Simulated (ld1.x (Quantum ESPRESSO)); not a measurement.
What one change does to a pseudopotential (cadmium, ultrasoft)

```json
{"Element": "Cd (Z = 48)", "Generator": "ld1.x (Quantum ESPRESSO) 7.5", "Type": "ultrasoft", "Functional": "PBE", "Relativity": "non-relativistic", "Frozen core": "[Ar] 3d10", "Valence charge": "20", "Reference configuration": "4s2 4p6 4d10 5s2 5p0", "Partial waves": "4s (bound): rcut 1.20, rcutus 1.25 bohr; 5s (bound): rcut 1.20, rcutus 1.25 bohr; 4p (bound): rcut 1.90, rcutus 2.05 bohr; 5p (bound, empty): rcut 1.90, rcutus 2.05 bohr; 4d (bound): rcut 1.25, rcutus 1.70 bohr; 4d channel at 1.35 Ry: rcut 1.25, rcutus 1.70 bohr; 4f channel at 0.4 Ry: rcut 1.65, rcutus 1.85 bohr", "Local potential": "all-electron potential smoothed inside 1.15 bohr (lloc = -2)", "Core correction": "none", "Augmentation charge": "PSQ, inside the norm-conserving radii"}
```

Change: functional Wu–Cohen; added wave 4f channel at 2.4 Ry: rcut 1.65, rcutus 1.85 bohr.

Cutoffs: the cutoffs (Ry, on a coarse ladder) from which the occupation-weighted sum of valence levels, in a spherical-Bessel basis at the reference potential, stays within 10 and 1 mRy of its value at 400 Ry; they do not see the model core or the augmentation charge, which bear on the density cutoff. Errors are all-electron minus pseudo energies relative to the spin-unpolarised reference configuration.

Task: What does the change do?

Result: The potential gets neither clearly harder nor softer (40 Ry and 80 Ry → 40 Ry and 80 Ry); of the 7 tests that both files solve, the error grows in 0 and shrinks in 2 by more than 15 % and 0.3 meV (median size 2.2 → 2.2 meV); the range in which the f phases agree widens (upper end 2.1 → at the end of the scan); neither file shows a bound ghost.

```tsv
quantity	base	changed
cutoff, loose	40 Ry	40 Ry
cutoff, tight	80 Ry	80 Ry
bound ghosts	none	none
error for 4s2 4p6 4d10 5s1 5p0, meV [ΔE 8.73 → 8.76 eV]	-0.1	0.0
error for 4s2 4p6 4d10 5s0 5p0, meV [ΔE 25.00 → 24.96 eV]	-0.8	-0.5
error for 4s2 4p6 4d9 5s0 5p0, meV [ΔE 63.50 → 63.46 eV]	+20	+10
error for 4s2 4p6 4d10 5s1 5p1, meV [ΔE 4.14 → 4.23 eV]	-0.7	-0.8
error for 4s2 4p5 4d10 5s2 5p0, meV [ΔE 72.43 → 72.39 eV]	-97	-96
error for 4s2 4p6 4d10 5s0 5p2, meV [ΔE 8.55 → 8.69 eV]	-3.3	-3.5
error for 4s2 4p6 4d10 5s0 5p1, meV [ΔE 13.85 → 13.97 eV]	-2.2	-2.2
s: phases at 2.25 bohr within 0.05 rad from the reference energy up to (Ry; the scan ends near 5)	to the end of the scan	to the end of the scan
p: phases at 2.25 bohr within 0.05 rad from the reference energy up to (Ry; the scan ends near 5)	to the end of the scan	to the end of the scan
d: phases at 2.25 bohr within 0.05 rad from the reference energy up to (Ry; the scan ends near 5)	3.0	3.0
f: phases at 2.25 bohr within 0.05 rad from the reference energy up to (Ry; the scan ends near 5)	2.1	to the end of the scan
lowest overlap eigenvalue by channel	s 0.29, p 0.71, d 0.34, f 1.00	s 0.29, p 0.71, d 0.35, f 0.96
```
